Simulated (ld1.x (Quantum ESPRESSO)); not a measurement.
Before and after: TM potential for boron (B)

B, norm-conserving Troullier–Martins (Kleinman–Bylander form), made with ld1.x (Quantum ESPRESSO) 7.5 (LDA (PZ), scalar-relativistic). Core [He], reference 2s2 2p0.5 (charge +0.5). Waves: 2s (bound): rc 1.45 bohr; 2p (bound): rc 1.70 bohr. Local part: the p channel. Core correction: a·sin(br)/r model core inside 1.30 bohr.

Change: all radii but the core radius scaled by about 1.37 (s 1.98, p 2.32 bohr).

Cutoffs: the cutoffs (Ry, on a coarse ladder) from which the occupation-weighted sum of valence levels, in a spherical-Bessel basis at the reference potential, stays within 10 and 1 mRy of its value at 400 Ry; they do not see the model core or the augmentation charge, which bear on the density cutoff. Errors are all-electron minus pseudo energies relative to the spin-unpolarised reference configuration.

Problem. Predict the effect on cutoff, ghosts and configuration errors.

Solution. The potential gets softer (25 Ry and 50 Ry → 15 Ry and 30 Ry); of the 9 tests that both files solve, the error grows in 6 and shrinks in 0 by more than 15 % and 0.3 meV (median size 8.8 → 17.4 meV); neither file shows a bound ghost. A larger radius leaves more room for a smooth pseudo-wave, so fewer plane waves are needed. More of the atom is replaced by a form fitted at one configuration, so other configurations suffer.

| quantity | base | changed |
| --- | --- | --- |
| cutoff, loose | 25 Ry | 15 Ry |
| cutoff, tight | 50 Ry | 30 Ry |
| loose cutoff by channel (10 mRy a level) | s 18 Ry, p 25 Ry | s 10 Ry, p 18 Ry |
| bound ghosts | none | none |
| error for 2s2 2p1, meV [ΔE -2.94 eV] | +2.2 | +4.6 |
| error for 2s2 2p0, meV [ΔE 5.38 eV] | +8.0 | +16 |
| error for 2s1 2p0, meV [ΔE 30.69 eV] | +82 | +88 |
| error for 2s1 2p2, meV [ΔE 2.74 eV] | +13 | +22 |
| error for 2s0 2p3, meV [ΔE 8.46 eV] | +38 | +49 |
| error for 2s2 2p1.3, meV [ΔE -3.72 eV] | +3.4 | +6.8 |
| error for 2s1 2p1, meV [ΔE 11.34 eV] | +3.0 | -17 |
| error for 2s2 2p0.5 (spin-polarised), meV [ΔE -0.07 eV] | +8.8 | +7.5 |
| error for 2s2 2p1 (spin-polarised), meV [ΔE -3.18 eV] | +26 | +26 |
